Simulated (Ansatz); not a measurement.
Calculated with Ansatz (gas phase, PBE0-D4/def2-TZVP geometries, no zero-point term in ΔE). CBS: MP2 limit from def2 TZ/QZ plus the TZ coupled-cluster correction, frozen cores. This one scheme is used for every species. Functionals use def2-TZVPP. def2 core potentials past Kr. For Sn outer-core shells are correlated without core-valence functions, which leaves a few kJ/mol of doubt a bond. One conformer a species, not always the lowest.

`C[O][Sn][Cl]` + H₂O → `[OH][Sn][Cl]` + CH₃OH  (formal hydrolysis of the Sn–O bond)

| species | r2SCANh energy (Eh) |
| --- | --- |
| `C[O][Sn][Cl]` | -789.74352 |
| H₂O | -76.41862 |
| `[OH][Sn][Cl]` | -750.45847 |
| CH₃OH | -115.69984 |

(1) Work out ΔE.

(2) What do rigid-rotor, harmonic-oscillator terms from PBE0-D4/def2-TZVP frequencies (298.15 K, 1 bar) make of the CCSD(T)/CBS value? (An estimate is asked.)

Largest T1 diagnostic among the species: 0.017.

Results:

(1) ΔE = (-750.45847) + (-115.69984) − (-789.74352) − (-76.41862) = 0.00383 Eh = +10.1 kJ/mol. CCSD(T)/CBS gives +15.2 kJ/mol.

(2) The calculation gave: ΔZPE = +4.0 kJ/mol, ΔH = +16.1 kJ/mol, ΔS = 9 J/(mol·K), ΔG = +13.4 kJ/mol.

The D4 term adds +6.8 kJ/mol with B3LYP and +3.8 kJ/mol with PBE0; it sums over pairs of atoms, weighted by their polarisabilities, and B3LYP, whose exchange is more repulsive, gets the larger term. Leaving LDA and LC-ωPBE aside and taking each functional with its dispersion term where it has one, the values, not all of them listed here, spread over 5.6 kJ/mol, from ωB97X-V to BLYP-D4. LDA lies +5.8 kJ/mol from PBE without D4.

B3LYP here is the variant with VWN-RPA as its local correlation; programs differ in this.
